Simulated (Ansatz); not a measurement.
Input for Ansatz (a first-principles code): R-CCSD(T)/cc-pVTZ on CHN (SMILES [C-]#[NH+]).

Ansatz 0.2 input:
```yaml
crystal:
  periodic: [false, false, false]
  atoms:
    - {symbol: C, position_ang: [1.09253891, 0.18752038, -0.00000000]}
    - {symbol: N, position_ang: [-0.05473317, -0.00936817, 0.00000000]}
    - {symbol: H, position_ang: [-1.03780574, -0.17815221, -0.00000000]}
basis:
  gaussian:
    orbitals: cc-pVTZ
magnetization: {spin_polarized: false}
correlation: {method: ccsd_t, electrons: outside_noble_gas}
scf: {lower_state_search: off}
```

Program output:

```
WARN ansatz: RAYON_NUM_THREADS=4 ignored (pool sized by the plan → 4); use --threads N
Functional definition: HF
these checks for a lower state are left out or cut short: stability, starts, cluster_reference, orbital_swaps, neighbouring_geometries, increment
integrals: 0.04 GiB planned
434 factors; integrals over basis functions are off by at most 1.2e-3 eV
mean field: 0.08 GiB planned
mean field evaluation 1: about -2526.7320 eV, gradient 2.2e1 eV
mean field evaluation 2: about -2526.7343 eV, gradient 2.2e1 eV
mean field evaluation 4: about -2527.7123 eV, gradient 3.2e0 eV
mean field evaluation 8: about -2527.7375 eV, gradient 7.6e-5 eV
mean field -2527.73752179 eV, -92.8926405637 hartree, gradient 2.4e-6 eV, S^2 0.000000; 0 other end points of the search recorded, 0 dependent functions left out
2 core orbitals not correlated
reference -2527.73752179 eV, -92.8926405637 hartree; 5, 5 occupied and 67, 67 virtual orbitals, 434 factors
second order -9.03524799 eV of doubles, -0.00000000 eV of singles
coupled cluster: 0.14 GiB planned
cycle   1  -8.94171074 eV  change    9.4e-2 eV  update   8.0e-2
cycle   2  -9.22317238 eV  change   -2.8e-1 eV  update   2.5e-2
cycle   3  -9.29553080 eV  change   -7.2e-2 eV  update   1.3e-2
cycle   4  -9.28858416 eV  change    6.9e-3 eV  update   2.9e-3
cycle   5  -9.28975897 eV  change   -1.2e-3 eV  update   1.2e-3
cycle   6  -9.28997311 eV  change   -2.1e-4 eV  update   3.1e-4
cycle   7  -9.28981980 eV  change    1.5e-4 eV  update   8.8e-5
cycle   8  -9.28982496 eV  change   -5.2e-6 eV  update   3.6e-5
cycle   9  -9.28981079 eV  change    1.4e-5 eV  update   8.1e-6
cycle  10  -9.28980411 eV  change    6.7e-6 eV  update   3.1e-6
perturbative correction -0.46594577 eV, -0.0171231913 hartree
Total energy: -2537.49327167 eV, -93.2511577592 hartree
Checks for a lower state left out: stability, starts, cluster_reference, orbital_swaps, neighbouring_geometries, increment
```

The calculation finished and met its thresholds.

Cost: roughly 1.1 core-seconds.
